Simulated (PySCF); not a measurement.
**`Oc1ccc(Br)cc1`, C6H5BrO**

Geometry:
```json
{"atom": "O1", "x (Å)": "-2.875", "y (Å)": "0.335", "z (Å)": "-0.250"}
{"atom": "C2", "x (Å)": "-1.544", "y (Å)": "0.149", "z (Å)": "-0.155"}
{"atom": "C3", "x (Å)": "-0.706", "y (Å)": "1.143", "z (Å)": "-0.673"}
{"atom": "C4", "x (Å)": "0.674", "y (Å)": "1.003", "z (Å)": "-0.603"}
{"atom": "C5", "x (Å)": "1.229", "y (Å)": "-0.133", "z (Å)": "-0.012"}
{"atom": "Br6", "x (Å)": "3.106", "y (Å)": "-0.321", "z (Å)": "0.082"}
{"atom": "C7", "x (Å)": "0.406", "y (Å)": "-1.128", "z (Å)": "0.507"}
{"atom": "C8", "x (Å)": "-0.978", "y (Å)": "-0.986", "z (Å)": "0.435"}
{"atom": "H9", "x (Å)": "-3.333", "y (Å)": "-0.416", "z (Å)": "0.141"}
{"atom": "H10", "x (Å)": "-1.159", "y (Å)": "2.024", "z (Å)": "-1.131"}
{"atom": "H11", "x (Å)": "1.324", "y (Å)": "1.780", "z (Å)": "-1.008"}
{"atom": "H12", "x (Å)": "0.842", "y (Å)": "-2.016", "z (Å)": "0.968"}
{"atom": "H13", "x (Å)": "-1.624", "y (Å)": "-1.769", "z (Å)": "0.844"}
```

Computed, not measured: PySCF, quadratic response CAM-B3LYP/aug-cc-pVDZ first hyperpolarisability, Taylor convention, gas phase. Geometry: PBE0-D3(BJ)/def2-SVP.

The calculation is non-relativistic, which matters for the atoms heavier than Zn.

Problem. Give the tensor of the static β(0;0,0) in the axes of these coordinates.

Solution. In au, Taylor convention; rows are the first index (the induced dipole):
|  | xx | yy | zz | xy | xz | yz |
| --- | --- | --- | --- | --- | --- | --- |
| x | -178.0 | +0.8 | -26.3 | +27.3 | -14.1 | -19.4 |
| y | +27.3 | +7.2 | +3.0 | +0.8 | -19.4 | +1.5 |
| z | -14.1 | +1.5 | -6.7 | -19.4 | -26.3 | +3.0 |

Norm of βᵢ = ⅓ Σⱼ (βᵢⱼⱼ + βⱼᵢⱼ + βⱼⱼᵢ): 207.8 au, hyper-Rayleigh value 83.7 au.
